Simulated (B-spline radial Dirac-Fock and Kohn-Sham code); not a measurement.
These are calculated numbers from a radial finite-basis atomic code; the model is multi-electron Dirac-Fock with separately optimised hole states, Breit and Lamb-shift corrections added in first order. Free neutral atoms.

Task: Order these X-ray lines by photon energy, lowest first.
A. Sn Lℓ
B. Zr Lα1
C. Rh Lβ4
D. Tl Mζ2
E. Zr Lβ1
F. Kr Lγ5

Result: F (1701.2 eV), D (1758.1 eV), B (2044.0 eV), E (2126.1 eV), C (2894.0 eV), A (3042.2 eV).
